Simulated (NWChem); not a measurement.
Species: H2TeO2; SMILES O[Te]O

```xyz
5

Te     0.0000     0.0000     0.3377
O     -1.5151    -0.0599    -0.9450
H     -1.6987     0.8485    -1.2189
O      1.5151     0.0599    -0.9450
H      1.6987    -0.8485    -1.2189
```
Atoms are numbered in this order, from 1.

Computed with NWChem. All runs use the structure optimised with PBE0/def2-SVP. def2 effective core potentials on Te; no spin-orbit coupling. B3LYP is NWChem's, with the RPA form of VWN correlation. Ions are spin-unrestricted doublets at the neutral geometry; other ion states weren't tried.

| level | vertical ionisation energy, ΔSCF (eV) | −ε(HOMO) (eV) | ΔSCF minus −ε(HOMO) (eV) |
|---|---|---|---|
| B3LYP/def2-SVP | 8.59 | 5.86 | 2.73 |
| PBE/def2-SVP | … | … | … |
| r2SCAN/def2-SVP | 8.48 | 5.21 | 3.27 |
| LDA (Slater exchange, VWN5)/def2-SVP | 8.56 | 5.01 | 3.55 |
| BHandHLYP/def2-SVP | 8.66 | 7.17 | 1.49 |

**Question.** Fill in the missing entries.

**Answer.** 
- PBE/def2-SVP, vertical ionisation energy, ΔSCF (eV): 8.34
- PBE/def2-SVP, −ε(HOMO) (eV): 4.89
- PBE/def2-SVP, ΔSCF minus −ε(HOMO) (eV): 3.45
